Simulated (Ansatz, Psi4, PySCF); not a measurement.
H4GeO4, charge -1, doublet, at a GFN2-xTB geometry (a state made from the parent by changing its charge; the spin is typed, not shown lowest) (in this run its highest filled SCF level lies above zero, so its values depend strongly on the basis, on diffuse functions most of all). Base run: B3LYP5/6-31G* run with PySCF.

Geometry (Å):
```xyz
9

O      0.4897     1.3580    -0.9845
Ge     0.0906    -0.2408    -0.0439
O     -1.1265     0.3345     1.2932
O     -1.4253    -0.8515    -1.3435
O      1.7841    -0.1021     1.1696
H     -0.2078     1.4195    -1.6310
H     -0.5611     0.6237     2.0036
H     -2.1773    -0.8267    -0.7578
H      2.2705     0.5788     0.7126
```
Charge -1, spin multiplicity 2.
Orbitals are unrestricted.
All else is at PySCF's defaults.

The same geometry, method and basis name were run in Ansatz (an electronic-structure program) and Psi4 and PySCF, at each program's defaults and at the settings that a row names. The base is PySCF at its defaults. Differences at the defaults can come from grids, fitting, cores and function types together.

```json
[
 {"code and settings": "PySCF, defaults (exact integrals, its default grid, spherical functions)", "ΔE vs base (mEh)": "0.000", "basis functions": "96", "E (Eh)": "-2379.83772", "SCF cycles": "12"},
 {"code and settings": "Psi4, defaults (density fitting with its default set, its default grid, Cartesian functions)", "ΔE vs base (mEh)": "93.215", "basis functions": "103", "E (Eh)": "-2379.74450", "SCF cycles": "10"},
 {"code and settings": "Ansatz, defaults (factorised integrals, its default grid, Cartesian functions)", "ΔE vs base (mEh)": "-12.680", "basis functions": "103", "E (Eh)": "-2379.85040", "SCF cycles": "-"},
 {"code and settings": "PySCF, density fitting with def2-universal-jkfit", "ΔE vs base (mEh)": "-0.042", "basis functions": "96", "E (Eh)": "-2379.83776", "SCF cycles": "12"},
 {"code and settings": "PySCF, fine grid", "ΔE vs base (mEh)": "-0.002", "basis functions": "96", "E (Eh)": "-2379.83772", "SCF cycles": "12"},
 {"code and settings": "Psi4, exact integrals, spherical functions, fine grid", "ΔE vs base (mEh)": "-0.001", "basis functions": "96", "E (Eh)": "-2379.83772", "SCF cycles": "14"},
 {"code and settings": "Ansatz, high accuracy, Cartesian functions as the basis file defines them", "ΔE vs base (mEh)": "-12.681", "basis functions": "103", "E (Eh)": "-2379.85040", "SCF cycles": "-"}
]
```

Open shells are given as the SCF converged; they aren't shown to be the lowest states, and a large step between rows can be another state.
